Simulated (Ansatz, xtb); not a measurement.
# Ligand exchange: IBr + CHI3 → I2 + CHBrI2

Species: IBr (iodine monobromide), singlet; CHI3 (iodoform) `IC(I)I`, singlet; I2, singlet; CHBrI2 (bromodiiodomethane) `BrC(I)I`, singlet. The partners trade Br for I: I–Br and C–I bonds give way to I–I and C–Br.

Shapes, held fixed at every level: PBE0-D4/def2-TZVP. Programs: Ansatz 0.2.0, xtb 6.7.1. The zero-point and thermal change to 298 K, harmonic and unscaled (PBE0-D4/def2-TZVP), is +0.6 kJ/mol.

```
              level                    kind  ΔH(298 K) (kJ/mol)  less CCSD(T)/def2-TZVPP
           GFN0-xTB          semi-empirical               -22.3                     +6.1
        HF/def2-SVP            Hartree–Fock               -38.8                    -10.4
      HF/def2-TZVPP            Hartree–Fock               -36.7                     -8.3
B3LYP-D4/def2-TZVPP           global hybrid               -29.8                     -1.4
 PBE0-D4/def2-TZVPP           global hybrid               -32.2                     -3.8
 wB97X-V/def2-TZVPP  range-separated hybrid               -31.6                     -3.2
      CCSD/def2-SVP   coupled cluster or CI               -33.2                     -4.8
    CCSD/def2-TZVPP   coupled cluster or CI               -29.7                     -1.3
 CCSD(T)/def2-TZVPP   coupled cluster or CI               -28.4                      0.0
```

The highest level, CCSD(T)/def2-TZVPP, gives ΔH(298 K) = -28.4 kJ/mol; the levels span -38.8 to -22.3. The column of differences is taken from that level and isn't an error. No measured value is set beside it here. For atoms past krypton def2 sets carry core potentials with scalar relativity. Relativity is left out for Br. Outer-core shells of Br, I are correlated in most correlated rows, in sets that cover them unevenly.
